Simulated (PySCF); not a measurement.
1,3-oxasiletane-2,4-dione (C2H2O3Si), SMILES O=C1OC(=O)[SiH2]1. Heavy atoms are numbered as in [O:1]=[C:2]1[O:3][C:4](=[O:5])[SiH2:6]1. Hydrogens are named by the atom that carries them.

Geometry optimised at B3LYP-D3(BJ)/def2-SVP.

Level of theory: PySCF with HF/def2-TZVP.

ESP charges are fitted to the potential on shells at 1.4 to 2.0 van der Waals radii. Atomic charges (e), one atom of each kind:

```
atom          IAO  Löwdin  ESP fit  Mulliken
----------  -----  ------  -------  --------
O1          -0.45    0.10    -0.47     -0.37
C2           0.37   -0.43     0.55      0.30
O3          -0.44    0.20    -0.36     -0.27
Si6 (SiH2)   0.83    0.50     0.18      0.38
H on Si6    -0.12   -0.02     0.01      0.02
```

Q: Give the Mayer and Wiberg (Löwdin basis) orders of the bonds. (Estimate from the structure and the level; the computed values follow.)

A: 
| bond | Mayer | Wiberg |
|---|---|---|
| O1–C2 | 2.06 | 2.82 |
| C2–O3 | 0.98 | 1.46 |
| O3–C4 | 0.98 | 1.46 |
| C4–O5 | 2.06 | 2.82 |
| C2–Si6 | 0.88 | 0.97 |
| C4–Si6 | 0.88 | 0.97 |
